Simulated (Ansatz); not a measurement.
A run of Ansatz (development build ahead of 0.2.0) on quintet CrH₈O₄(2+) at this shape:

| atom | x (Å) | y (Å) | z (Å) |
| --- | --- | --- | --- |
| Cr | 0.0000 | 0.0000 | 0.0000 |
| O | 2.0800 | 0.0000 | 0.0000 |
| H | 2.6640 | 0.0000 | 0.7750 |
| H | 2.6640 | 0.0000 | -0.7750 |
| O | -2.0800 | 0.0000 | 0.0000 |
| H | -2.6640 | 0.0000 | 0.7750 |
| H | -2.6640 | 0.0000 | -0.7750 |
| O | 0.0000 | 2.0800 | 0.0000 |
| H | 0.0000 | 2.6640 | 0.7750 |
| H | 0.0000 | 2.6640 | -0.7750 |
| O | 0.0000 | -2.0800 | 0.0000 |
| H | 0.0000 | -2.6640 | 0.7750 |
| H | 0.0000 | -2.6640 | -0.7750 |

Its results:

```json
{
  "Converged": "yes",
  "Total energy": "-1349.31604 hartree",
  "Spin squared of the determinant": "6.007",
  "Stability test": "minimum"
}
```

Q: Which input gives this output? Name the method, the orbitals and the basis set, and write the input.

A: PBE0 (unrestricted) in pcseg-2.

```yaml
crystal:
  periodic: [false, false, false]
  atoms:
    - { symbol: Cr, position_ang: [0.0, 0.0, 0.0] }
    - { symbol: O, position_ang: [2.08, 0.0, 0.0] }
    - { symbol: H, position_ang: [2.664, 0.0, 0.775] }
    - { symbol: H, position_ang: [2.664, 0.0, -0.775] }
    - { symbol: O, position_ang: [-2.08, 0.0, 0.0] }
    - { symbol: H, position_ang: [-2.664, 0.0, 0.775] }
    - { symbol: H, position_ang: [-2.664, 0.0, -0.775] }
    - { symbol: O, position_ang: [0.0, 2.08, 0.0] }
    - { symbol: H, position_ang: [0.0, 2.664, 0.775] }
    - { symbol: H, position_ang: [0.0, 2.664, -0.775] }
    - { symbol: O, position_ang: [0.0, -2.08, 0.0] }
    - { symbol: H, position_ang: [0.0, -2.664, 0.775] }
    - { symbol: H, position_ang: [0.0, -2.664, -0.775] }
basis:
  gaussian: { orbitals: pcseg-2 }
total_charge: 2
magnetization:
  spin_polarized: true
  initial_magnetization: 4
hamiltonian:
  xc: pbe0
```

Caution: other spin multiplicities were not run.
